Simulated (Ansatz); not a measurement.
A run for Ansatz (a quantum-chemistry and plane-wave program): R-CCSD(T)/cc-pVDZ on BrGeHO (SMILES [OH][Ge][Br]), a point of a torsion scan. The run froze 29 orbitals, filled d shells among them.

Ansatz 0.2 input:
```yaml
crystal:
  periodic: [false, false, false]
  atoms:
    - {symbol: O, position_ang: [-0.97616567, 0.04027976, 0.08249031]}
    - {symbol: Ge, position_ang: [0.38662879, 1.07958133, -0.08089119]}
    - {symbol: Br, position_ang: [2.20044362, -0.47174914, 0.05625723]}
    - {symbol: H, position_ang: [-1.61244342, -0.65170557, -0.06846730]}
basis:
  gaussian:
    orbitals: cc-pVDZ
magnetization: {spin_polarized: false}
correlation: {method: ccsd_t, electrons: outside_noble_gas}
scf: {lower_state_search: off}
```

Program output:

```
WARN ansatz: RAYON_NUM_THREADS=1 ignored (pool sized by the plan → 1); use --threads N
Functional definition: HF
these checks for a lower state are left out or cut short: stability, starts, cluster_reference, orbital_swaps, neighbouring_geometries, increment
integrals: 0.06 GiB planned
816 factors; integrals over basis functions are off by at most 1.2e-3 eV
mean field: 0.22 GiB planned
mean field evaluation 1: about -128523.1848 eV, gradient 3.4e1 eV
mean field evaluation 2: about -128523.1889 eV, gradient 3.4e1 eV
mean field evaluation 4: about -128525.5541 eV, gradient 2.1e0 eV
mean field evaluation 8: about -128525.5762 eV, gradient 5.0e-4 eV
mean field -128525.57621212 eV, -4723.2278080310 hartree, gradient 1.3e-6 eV, S^2 0.000000; 0 other end points of the search recorded, 0 dependent functions left out
29 core orbitals not correlated
reference -128525.57621212 eV, -4723.2278080310 hartree; 9, 9 occupied and 35, 35 virtual orbitals, 816 factors
second order -10.21215357 eV of doubles, -0.00000000 eV of singles
coupled cluster: 0.10 GiB planned
cycle   1  -10.47537754 eV  change   -2.6e-1 eV  update   9.5e-2
cycle   2  -10.74133984 eV  change   -2.7e-1 eV  update   3.1e-2
cycle   3  -10.82785732 eV  change   -8.7e-2 eV  update   2.0e-2
cycle   4  -10.82330773 eV  change    4.5e-3 eV  update   5.1e-3
cycle   5  -10.82020593 eV  change    3.1e-3 eV  update   2.3e-3
cycle   6  -10.82081996 eV  change   -6.1e-4 eV  update   7.9e-4
cycle   7  -10.82054409 eV  change    2.8e-4 eV  update   2.7e-4
cycle   8  -10.82054038 eV  change    3.7e-6 eV  update   8.6e-5
cycle   9  -10.82057489 eV  change   -3.5e-5 eV  update   3.6e-5
cycle  10  -10.82056414 eV  change    1.1e-5 eV  update   1.5e-5
perturbative correction -0.27560314 eV, -0.0101282284 hartree
Total energy: -128536.67237940 eV, -4723.6355846572 hartree
Checks for a lower state left out: stability, starts, cluster_reference, orbital_swaps, neighbouring_geometries, increment
```

The calculation finished and met its thresholds.

Cost: roughly 1.4 core-seconds.
